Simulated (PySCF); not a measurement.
# BrF3: adding exact exchange

Base calculation in PySCF with density fitting and no spin–orbit coupling, PBE/def2-TZVP (no relativity): singlet, C2v, Br–F 1.768 Å, Br–F 1.850 Å (×2); F–Br–F 87.3° (×2), F–Br–F 174.6°; wavenumbers 203, 233, 313, 516, 589, 624 cm⁻¹; dipole moment 1.27 D, gap between the highest occupied and lowest empty levels 2.45 eV, polar-tensor charge of Br 1.59 e, atomisation energy (no zero-point energy) 766 kJ/mol.

Q: What changes on going to PBE0/def2-TZVP (no relativity)?

A: The point group stays the same. Changes: mean bond to Br -0.043 Å, smallest bond angle -1.5 degrees, highest wavenumber +83 cm⁻¹, lowest wavenumber +46 cm⁻¹, dipole moment +0.06 D, gap between the highest occupied and lowest empty levels +3.08 eV, polar-tensor charge of Br +0.14 e, atomisation energy (no zero-point energy) -147 kJ/mol. The new structure has Br–F 1.722 Å, Br–F 1.809 Å (×2); F–Br–F 85.8° (×2), F–Br–F 171.6°, with wavenumbers 249, 250, 363, 565, 627, 707 cm⁻¹. Exact exchange shortens and stiffens the bonds and opens the gap, the usual pattern.

The structures come from searches over a few start shapes, so lower isomers are not excluded.
